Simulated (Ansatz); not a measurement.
Ansatz (a program for electronic structure) input for Si(H)(OMe)(OEt)(NMe2) (C5H15NO2Si), SMILES CCO[SiH](OC)N(C)C, r2SCAN-D4/def2-SVP. 

Ansatz 0.2 input:
```yaml
crystal:
  periodic: [false, false, false]
  atoms:
    - {symbol: Si, position_ang: [-0.47571624, 0.38203045, -0.40259701]}
    - {symbol: O, position_ang: [-0.83955050, 1.64927010, 0.54085814]}
    - {symbol: C, position_ang: [-0.29966323, 2.94050880, 0.50290661]}
    - {symbol: O, position_ang: [1.14265746, 0.26302040, -0.35185069]}
    - {symbol: C, position_ang: [1.96637853, -0.66486968, -1.00434463]}
    - {symbol: C, position_ang: [3.33462440, -0.68836427, -0.33766639]}
    - {symbol: N, position_ang: [-1.23054899, -1.04327985, 0.17810575]}
    - {symbol: C, position_ang: [-2.64634692, -1.26287630, 0.03419409]}
    - {symbol: C, position_ang: [-0.64665420, -1.88331611, 1.19501274]}
    - {symbol: H, position_ang: [-0.94968047, 0.57013637, -1.77630104]}
    - {symbol: H, position_ang: [0.78933459, 2.90332948, 0.44870055]}
    - {symbol: H, position_ang: [-0.67811035, 3.48375327, -0.36647012]}
    - {symbol: H, position_ang: [-0.60429052, 3.45806963, 1.41342251]}
    - {symbol: H, position_ang: [1.50829623, -1.65941799, -0.97164194]}
    - {symbol: H, position_ang: [2.06426117, -0.37252351, -2.05703203]}
    - {symbol: H, position_ang: [3.23717688, -0.98133957, 0.70463175]}
    - {symbol: H, position_ang: [3.78306512, 0.30097912, -0.37643424]}
    - {symbol: H, position_ang: [3.98463323, -1.39486924, -0.84668105]}
    - {symbol: H, position_ang: [-3.02705482, -0.65389187, -0.77989503]}
    - {symbol: H, position_ang: [-3.18980287, -1.00037652, 0.94950764]}
    - {symbol: H, position_ang: [-2.83877387, -2.31718222, -0.18857191]}
    - {symbol: H, position_ang: [-1.13006615, -1.73293504, 2.16757971]}
    - {symbol: H, position_ang: [-0.76012725, -2.93784568, 0.91808586]}
    - {symbol: H, position_ang: [0.41012218, -1.65617224, 1.29804314]}
basis:
  gaussian:
    orbitals: def2-SVP
hamiltonian:
  xc: r2scan
  dispersion: d4
relax: {f_tol: 0.002, max_steps: 200}
```

It prints:

```
WARN ansatz: RAYON_NUM_THREADS=2 ignored (pool sized by the plan → 2); use --threads N
Functional definition: r2SCAN
integrals: 0.22 GiB planned
2314 factors; their error is unknown
mean field: 1.09 GiB planned
mean field evaluation 1: about -18858.1257 eV, gradient 8.9e1 eV
mean field evaluation 2: about -18837.3826 eV, gradient 1.3e2 eV
mean field evaluation 4: about -18876.0063 eV, gradient 6.0e0 eV
mean field evaluation 8: about -18876.0890 eV, gradient 1.6e-1 eV
mean field evaluation 16: about -18875.9693 eV, gradient 1.1e-3 eV
mean field -18875.96933059 eV, -693.6790783075 hartree, gradient 7.4e-5 eV, S^2 0.000000; 0 other end points of the search recorded, 0 dependent functions left out
the calculation of the forces begins
reference -18875.96934579 eV, -693.6790788663 hartree; 41, 41 occupied and 164, 164 virtual orbitals, 2314 factors
relax step   1: F+E_penalty+E_count = -18876.13402397 eV  Δ(F+E_penalty+E_count) = +0.000e0 eV  max|allowed force component| = 8.939e-1 eV/Å  Δτ_max = 0.0000 Å  (29 SCF iters, accepted)
these checks for a lower state are left out or cut short: starts, cluster_reference, orbital_swaps, neighbouring_geometries, increment
integrals: 0.22 GiB planned
2314 factors; their error is unknown
mean field: 1.09 GiB planned
mean field -18876.08082684 eV, -693.6831757193 hartree, gradient 2.4e-5 eV, S^2 0.000000; 0 other end points of the search recorded, 0 dependent functions left out
the calculation of the forces begins
reference -18876.08084214 eV, -693.6831762814 hartree; 41, 41 occupied and 164, 164 virtual orbitals, 2314 factors
relax step   2: F+E_penalty+E_count = -18876.24477361 eV  Δ(F+E_penalty+E_count) = -1.107e-1 eV  max|allowed force component| = 6.160e-1 eV/Å  Δτ_max = 0.0718 Å  (30 SCF iters, accepted)
these checks for a lower state are left out or cut short: starts, cluster_reference, orbital_swaps, neighbouring_geometries, increment
integrals: 0.22 GiB planned
2314 factors; their error is unknown
mean field: 1.08 GiB planned
mean field evaluation 32: about -18876.1109 eV, gradient 2.2e-5 eV
mean field -18876.11088641 eV, -693.6842803879 hartree, gradient 2.2e-5 eV, S^2 0.000000; 0 other end points of the search recorded, 0 dependent functions left out
the calculation of the forces begins
reference -18876.11090174 eV, -693.6842809514 hartree; 41, 41 occupied and 164, 164 virtual orbitals, 2314 factors
relax step   3: F+E_penalty+E_count = -18876.27432475 eV  Δ(F+E_penalty+E_count) = -2.955e-2 eV  max|allowed force component| = 1.432e-1 eV/Å  Δτ_max = 0.1060 Å  (29 SCF iters, accepted)
these checks for a lower state are left out or cut short: starts, cluster_reference, orbital_swaps, neighbouring_geometries, increment
integrals: 0.22 GiB planned
2314 factors; their error is unknown
mean field: 1.09 GiB planned
mean field -18876.09307684 eV, -693.6836258984 hartree, gradient 2.4e-5 eV, S^2 0.000000; 0 other end points of the search recorded, 0 dependent functions left out
the calculation of the forces begins
reference -18876.09309209 eV, -693.6836264588 hartree; 41, 41 occupied and 164, 164 virtual orbitals, 2314 factors
relax step   4: F+E_penalty+E_count = -18876.25682106 eV  Δ(F+E_penalty+E_count) = +1.750e-2 eV  max|allowed force component| = 9.369e-1 eV/Å  Δτ_max = 0.0589 Å  (30 SCF iters, rejected (line search))
these checks for a lower state are left out or cut short: starts, cluster_reference, orbital_swaps, neighbouring_geometries, increment
integrals: 0.22 GiB planned
2314 factors; their error is unknown
mean field: 1.08 GiB planned
mean field -18876.11656852 eV, -693.6844892019 hartree, gradient 2.4e-5 eV, S^2 0.000000; 0 other end points of the search recorded, 0 dependent functions left out
the calculation of the forces begins
reference -18876.11658382 eV, -693.6844897642 hartree; 41, 41 occupied and 164, 164 virtual orbitals, 2314 factors
relax step   5: F+E_penalty+E_count = -18876.28014228 eV  Δ(F+E_penalty+E_count) = -5.818e-3 eV  max|allowed force component| = 6.924e-2 eV/Å  Δτ_max = 0.0287 Å  (31 SCF iters, accepted)
these checks for a lower state are left out or cut short: starts, cluster_reference, orbital_swaps, neighbouring_geometries, increment
integrals: 0.22 GiB planned
2314 factors; their error is unknown
mean field: 1.09 GiB planned
mean field -18876.12403901 eV, -693.6847637372 hartree, gradient 2.5e-5 eV, S^2 0.000000; 0 other end points of the search recorded, 0 dependent functions left out
the calculation of the forces begins
[...]
mean field -18876.13817569 eV, -693.6852832504 hartree, gradient 2.4e-5 eV, S^2 0.000000; 0 other end points of the search recorded, 0 dependent functions left out
the calculation of the forces begins
reference -18876.13819086 eV, -693.6852838081 hartree; 41, 41 occupied and 164, 164 virtual orbitals, 2314 factors
relax step  12: F+E_penalty+E_count = -18876.30224721 eV  Δ(F+E_penalty+E_count) = -6.490e-4 eV  max|allowed force component| = 3.294e-2 eV/Å  Δτ_max = 0.0406 Å  (30 SCF iters, accepted)
these checks for a lower state are left out or cut short: starts, cluster_reference, orbital_swaps, neighbouring_geometries, increment
integrals: 0.22 GiB planned
2314 factors; their error is unknown
mean field: 1.09 GiB planned
mean field -18876.13846744 eV, -693.6852939721 hartree, gradient 2.4e-5 eV, S^2 0.000000; 0 other end points of the search recorded, 0 dependent functions left out
the calculation of the forces begins
reference -18876.13848260 eV, -693.6852945293 hartree; 41, 41 occupied and 164, 164 virtual orbitals, 2314 factors
relax step  13: F+E_penalty+E_count = -18876.30277103 eV  Δ(F+E_penalty+E_count) = -5.238e-4 eV  max|allowed force component| = 3.120e-2 eV/Å  Δτ_max = 0.0480 Å  (31 SCF iters, accepted)
these checks for a lower state are left out or cut short: starts, cluster_reference, orbital_swaps, neighbouring_geometries, increment
integrals: 0.22 GiB planned
2314 factors; their error is unknown
mean field: 1.09 GiB planned
mean field -18876.13851172 eV, -693.6852955996 hartree, gradient 2.5e-5 eV, S^2 0.000000; 0 other end points of the search recorded, 0 dependent functions left out
the calculation of the forces begins
reference -18876.13852688 eV, -693.6852961567 hartree; 41, 41 occupied and 164, 164 virtual orbitals, 2314 factors
relax step  14: F+E_penalty+E_count = -18876.30293257 eV  Δ(F+E_penalty+E_count) = -1.615e-4 eV  max|allowed force component| = 1.353e-2 eV/Å  Δτ_max = 0.0319 Å  (31 SCF iters, accepted)
these checks for a lower state are left out or cut short: starts, cluster_reference, orbital_swaps, neighbouring_geometries, increment
integrals: 0.22 GiB planned
2314 factors; their error is unknown
mean field: 1.09 GiB planned
mean field -18876.13857519 eV, -693.6852979321 hartree, gradient 2.5e-5 eV, S^2 0.000000; 0 other end points of the search recorded, 0 dependent functions left out
the calculation of the forces begins
reference -18876.13859036 eV, -693.6852984893 hartree; 41, 41 occupied and 164, 164 virtual orbitals, 2314 factors
relax step  15: F+E_penalty+E_count = -18876.30304045 eV  Δ(F+E_penalty+E_count) = -1.079e-4 eV  max|allowed force component| = 9.242e-3 eV/Å  Δτ_max = 0.0296 Å  (32 SCF iters, accepted)
these checks for a lower state are left out or cut short: starts, cluster_reference, orbital_swaps, neighbouring_geometries, increment
integrals: 0.22 GiB planned
2314 factors; their error is unknown
mean field: 1.09 GiB planned
mean field -18876.13862458 eV, -693.6852997471 hartree, gradient 2.5e-5 eV, S^2 0.000000; 0 other end points of the search recorded, 0 dependent functions left out
the calculation of the forces begins
reference -18876.13863975 eV, -693.6853003044 hartree; 41, 41 occupied and 164, 164 virtual orbitals, 2314 factors
relax step  16: F+E_penalty+E_count = -18876.30309487 eV  Δ(F+E_penalty+E_count) = -5.441e-5 eV  max|allowed force component| = 1.264e-2 eV/Å  Δτ_max = 0.0254 Å  (31 SCF iters, accepted)
these checks for a lower state are left out or cut short: starts, cluster_reference, orbital_swaps, neighbouring_geometries, increment
integrals: 0.22 GiB planned
2314 factors; their error is unknown
mean field: 1.09 GiB planned
mean field evaluation 128: about -18876.1387 eV, gradient 2.0e-4 eV
mean field -18876.13867031 eV, -693.6853014276 hartree, gradient 2.5e-5 eV, S^2 0.000000; 0 other end points of the search recorded, 0 dependent functions left out
the calculation of the forces begins
reference -18876.13868548 eV, -693.6853019850 hartree; 41, 41 occupied and 164, 164 virtual orbitals, 2314 factors
relax step  17: F+E_penalty+E_count = -18876.30311467 eV  Δ(F+E_penalty+E_count) = -1.980e-5 eV  max|allowed force component| = 6.929e-3 eV/Å  Δτ_max = 0.0112 Å  (33 SCF iters, accepted)
these checks for a lower state are left out or cut short: starts, cluster_reference, orbital_swaps, neighbouring_geometries, increment
integrals: 0.22 GiB planned
2314 factors; their error is unknown
mean field: 1.09 GiB planned
mean field -18876.13869584 eV, -693.6853023656 hartree, gradient 1.8e-5 eV, S^2 0.000000; 0 other end points of the search recorded, 0 dependent functions left out
the calculation of the forces begins
reference -18876.13871100 eV, -693.6853029230 hartree; 41, 41 occupied and 164, 164 virtual orbitals, 2314 factors
relax step  18: F+E_penalty+E_count = -18876.30312213 eV  Δ(F+E_penalty+E_count) = -7.467e-6 eV  max|allowed force component| = 1.894e-3 eV/Å  Δτ_max = 0.0037 Å  (24 SCF iters, accepted)
integrals: 0.22 GiB planned
2314 factors; their error is unknown
mean field: 1.09 GiB planned
mean field -18876.13869584 eV, -693.6853023656 hartree, gradient 1.9e-5 eV, S^2 0.000000; 1 other end points of the search recorded, 0 dependent functions left out
the calculation of the forces begins
reference -18876.13871100 eV, -693.6853029230 hartree; 41, 41 occupied and 164, 164 virtual orbitals, 2314 factors
Total energy: -18876.30313730 eV, -693.6913454781 hartree
Atom 0 at    -0.540359     0.448689    -0.339639 Å, force    -0.000350     0.000752     0.000772 eV/Å
Atom 1 at    -0.833092     1.714490     0.687250 Å, force     0.000649    -0.001084    -0.001414 eV/Å
Atom 2 at    -0.131920     2.938972     0.682663 Å, force    -0.000572    -0.000074     0.000881 eV/Å
Atom 3 at     1.120960     0.333442    -0.359551 Å, force     0.000980     0.000402    -0.000325 eV/Å
Atom 4 at     1.835643    -0.663158    -1.071016 Å, force    -0.000757    -0.001894     0.000919 eV/Å
Atom 5 at     3.251760    -0.737173    -0.541796 Å, force     0.000160     0.001645    -0.000565 eV/Å
Atom 6 at    -1.240551    -1.004328     0.245652 Å, force     0.000998    -0.000996    -0.000601 eV/Å
Atom 7 at    -2.474415    -1.566665    -0.254353 Å, force    -0.000377     0.000177     0.000416 eV/Å
Atom 8 at    -0.777227    -1.579796     1.492084 Å, force    -0.000226     0.000663     0.000205 eV/Å
Atom 9 at    -1.102323     0.693431    -1.698801 Å, force    -0.000038    -0.000433    -0.000090 eV/Å
Atom 10 at     0.960739     2.781044     0.680854 Å, force     0.000166     0.000196    -0.000075 eV/Å
Atom 11 at    -0.395793     3.556695    -0.196675 Å, force     0.000202     0.000208    -0.000213 eV/Å
Atom 12 at    -0.405328     3.503871     1.587717 Å, force     0.000100     0.000139     0.000044 eV/Å
Atom 13 at     1.331213    -1.644663    -0.965132 Å, force    -0.000513     0.000282    -0.000609 eV/Å
Atom 14 at     1.844893    -0.420707    -2.152531 Å, force    -0.000160     0.000091     0.000502 eV/Å
Atom 15 at     3.251098    -1.002873     0.526706 Å, force    -0.000635    -0.000232     0.000181 eV/Å
Atom 16 at     3.752009     0.237552    -0.649620 Å, force     0.000983     0.000180     0.000437 eV/Å
Atom 17 at     3.835481    -1.492814    -1.090394 Å, force    -0.000174    -0.000053    -0.000435 eV/Å
Atom 18 at    -2.757171    -1.091431    -1.206437 Å, force     0.000091    -0.000435     0.000348 eV/Å
Atom 19 at    -3.317193    -1.430315     0.453943 Å, force    -0.000282    -0.000282    -0.000326 eV/Å
Atom 20 at    -2.372709    -2.654216    -0.438829 Å, force    -0.000002     0.000771    -0.000007 eV/Å
Atom 21 at    -1.499957    -1.429094     2.319269 Å, force     0.000312    -0.000078     0.000243 eV/Å
Atom 22 at    -0.609417    -2.669911     1.390057 Å, force    -0.000038     0.000405    -0.000292 eV/Å
Atom 23 at     0.177822    -1.119207     1.790139 Å, force    -0.000517    -0.000348     0.000003 eV/Å
Dipole moment:     0.094350    -0.180170    -0.095278 e Å
```

Self-consistency was reached.

Cost: about 4 core-minutes (a rough figure).
